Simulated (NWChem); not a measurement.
System: C$_{5}$H$_{5}$F; SMILES C(=C/F)(/C)C#C

Parts of the log:

```
             Northwest Computational Chemistry Package (NWChem) 7.3.0
             --------------------------------------------------------

                             Geometry "geometry" -> ""
                             -------------------------

 Output coordinates in angstroms (scale by  1.889725989 to convert to a.u.)

  No.       Tag          Charge          X              Y              Z
 ---- ---------------- ---------- -------------- -------------- --------------
    1 C                    6.0000     0.57400600     2.60841000     0.00000000
    2 C                    6.0000     0.27053100     1.43633100     0.00000000
    3 C                    6.0000    -0.14877800     0.07189800     0.00000000
    4 C                    6.0000    -1.62990500    -0.23367900     0.00000000
    5 C                    6.0000     0.78961000    -0.88588100     0.00000000
    6 F                    9.0000     0.47024500    -2.19316500     0.00000000
    7 H                    1.0000     0.85970400     3.63539600     0.00000000
    8 H                    1.0000    -2.11224500     0.20089600     0.88298200
    9 H                    1.0000    -2.11224500     0.20089600    -0.88298200
   10 H                    1.0000    -1.80110900    -1.31211900     0.00000000
   11 H                    1.0000     1.86061300    -0.71500100     0.00000000

 Effective nuclear repulsion energy (a.u.)     199.4936595553

  pbe96 is a nonlocal functional; adding pw91lda local functional.

                                 NWChem DFT Module
                                 -----------------

 Summary of "ao basis" -> "ao basis" (spherical)
 ------------------------------------------------------------------------------
       Tag                 Description            Shells   Functions and Types
 ---------------- ------------------------------  ------  ---------------------
 C                          def2-svp                 6       14   3s2p1d
 F                          def2-svp                 6       14   3s2p1d
 H                          def2-svp                 3        5   2s1p

 in cosmo_initialize ...
 calling solv_data for solv:thf

 solvent parameters
 solvname_short: thf
 solvname_long:  tetrahydrofuran
 dielec:        7.4257
 dielecinf:     1.9740
 nonaqueous SMD model solvent descriptors
 dielec:        7.4257
 sola:          0.0000
 solb:          0.4800
 solc:          0.0000
 solg:         39.4400
 solh:          0.0000
 soln:          1.4050

[...]

                                COSMO-SMD solvation results
                                ---------------------------

             internal energy in gas <Psi(g)|H|Psi(g)> =      -292.719959394860
         internal energy in solvent <Psi(s)|H|Psi(s)> =      -292.719355993772
                               delta internal energy  =         0.000603401088 (    0.38 kcal/mol)
   total free energy in solvent <Psi(s)|H+V/2|Psi(s)> =      -292.725798082665
 polarization energy contribution <Psi(s)|V/2|Psi(s)> =        -0.006442088894 (   -4.04 kcal/mol)
    total free energy in solvent including G(SMD-CDS) =      -292.724117960537
                       G(SMD-CDS) energy contribution =         0.001680122128 (    1.05 kcal/mol)
     1 M fixed-concentration free energy of solvation =        -0.004158565677 (   -2.61 kcal/mol)

                       DFT Final Molecular Orbital Analysis
                       ------------------------------------

 Vector   20  Occ=2.000000D+00  E=-2.895427D-01
              MO Center= -2.1D-02,  1.1D+00,  2.0D-10, r^2= 3.1D+00
   Bfn.  Coefficient  Atom+Function         Bfn.  Coefficient  Atom+Function
  ----- ------------  ---------------      ----- ------------  ---------------
    20      0.376817   2 C  pz                6      0.290750   1 C  pz
    34      0.232557   3 C  pz               23      0.204013   2 C  pz
    48     -0.178118   4 C  pz                9      0.151164   1 C  pz
    76      0.147269   6 F  pz               37      0.142769   3 C  pz
    90     -0.141346   8 H  s                95      0.141346   9 H  s

 Vector   21  Occ=2.000000D+00  E=-2.553058D-01
              MO Center=  3.3D-01,  1.8D+00,  2.1D-11, r^2= 2.0D+00
   Bfn.  Coefficient  Atom+Function         Bfn.  Coefficient  Atom+Function
  ----- ------------  ---------------      ----- ------------  ---------------
     4      0.408282   1 C  px               18      0.394425   2 C  px
     7      0.246717   1 C  px               21      0.224600   2 C  px
    46      0.122806   4 C  px                5     -0.109247   1 C  py
    32     -0.105590   3 C  px               19     -0.097128   2 C  py
    45      0.084737   4 C  s                58     -0.078575   5 C  s

 Vector   22  Occ=2.000000D+00  E=-2.114841D-01
              MO Center=  3.4D-01,  4.0D-01, -2.5D-09, r^2= 3.9D+00
   Bfn.  Coefficient  Atom+Function         Bfn.  Coefficient  Atom+Function
  ----- ------------  ---------------      ----- ------------  ---------------
    62     -0.352840   5 C  pz                6      0.322015   1 C  pz
    34     -0.305887   3 C  pz               76     -0.247790   6 F  pz
     9      0.225650   1 C  pz               37     -0.223853   3 C  pz
    65     -0.207123   5 C  pz               79      0.192529   6 F  pz
    20      0.184491   2 C  pz               23      0.107664   2 C  pz

 Vector   23  Occ=0.000000D+00  E=-5.498659D-02
              MO Center=  4.4D-01,  3.3D-01,  1.4D-09, r^2= 3.8D+00
   Bfn.  Coefficient  Atom+Function         Bfn.  Coefficient  Atom+Function
  ----- ------------  ---------------      ----- ------------  ---------------
    65      0.473198   5 C  pz               62      0.459099   5 C  pz
     9      0.370291   1 C  pz               37     -0.351659   3 C  pz
    34     -0.311621   3 C  pz                6      0.302523   1 C  pz
    23     -0.232706   2 C  pz               20     -0.207649   2 C  pz
    76      0.194444   6 F  pz               79     -0.175438   6 F  pz

[...]
```

Level: PBE/def2-SVP, SMD on the gas-phase geometry. The geometry was optimised at B3LYP/6-31G* (spherical d). Solvent: tetrahydrofuran.

### Question
Reconstruct the input file.

### Answer
This is not unique; one that fits is the input that was run:
```
start job
memory heap 200 mb stack 900 mb global 1100 mb
geometry units angstroms noautosym nocenter noautoz
  C      0.574006     2.608410     0.000000
  C      0.270531     1.436331     0.000000
  C     -0.148778     0.071898     0.000000
  C     -1.629905    -0.233679     0.000000
  C      0.789610    -0.885881     0.000000
  F      0.470245    -2.193165     0.000000
  H      0.859704     3.635396     0.000000
  H     -2.112245     0.200896     0.882982
  H     -2.112245     0.200896    -0.882982
  H     -1.801109    -1.312119     0.000000
  H      1.860613    -0.715001     0.000000
end
basis spherical
  * library def2-svp
end
dft
  xc xpbe96 cpbe96
  iterations 150
end
cosmo
  do_cosmo_smd true
  solvent thf
end
task dft energy
```
